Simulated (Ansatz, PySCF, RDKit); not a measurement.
Complex: SiH4 (SMILES [SiH4]) (first 5 atoms) with SiH4 (SMILES [SiH4]); geometry from B3LYP-D3(BJ)/def2-TZVP.
(charge 0, multiplicity 1):
```xyz
10

Si    -0.16227    -0.03845    -0.10104
H      0.14622     0.30486    -1.50794
H     -0.48199    -1.47965    -0.00114
H     -1.31834     0.76032     0.36213
H      1.01366     0.26416     0.74582
Si     0.16230     0.04041     3.90100
H      1.56630    -0.40117     3.74880
H     -0.71064    -0.79062     3.04119
H      0.04049     1.45872     3.49780
H     -0.25490    -0.11130     5.31357
```

Counterpoise-corrected where a basis set is named; no monomer relaxation. Rows marked so take none.

Rows in 6-31G* carry no dispersion term and start afresh at each structure (6-31G* with six Cartesian d functions).

Programs: Ansatz (Gaussian basis) for Hartree–Fock, density functionals and correlated methods; PySCF for 6-31G* rows, the dispersion terms; RDKit for the force fields. 

### Question
One of these levels gives -1.25 kcal/mol for the interaction energy. Name it.
(A) revPBE-D3(BJ)/def2-TZVPPD
(B) MMFF94
(C) B3LYP/6-31G* (no counterpoise)

### Answer
A, revPBE-D3(BJ)/def2-TZVPPD. The others give 1.23 (MMFF94), 0.56 (B3LYP/6-31G* (no counterpoise))

Ansatz is a quantum-chemistry and plane-wave program.
